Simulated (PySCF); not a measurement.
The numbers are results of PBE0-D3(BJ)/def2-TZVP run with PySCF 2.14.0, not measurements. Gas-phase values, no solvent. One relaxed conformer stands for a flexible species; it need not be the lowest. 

Reference species (SMILES): `CCC(=C)C` (C–C–C–C torsion 117°) (neutral, multiplicity 1).

* **HOMO–LUMO gap**: 7.55 eV
* **HOMO**: -7.03 eV

Changed species: `CC1CCC1`.

Give the shifts of the HOMO–LUMO gap and HOMO.

the HOMO–LUMO gap rises by 2.09 eV, to 9.64 eV; the HOMO drops by 1.29 eV, to -8.32 eV.
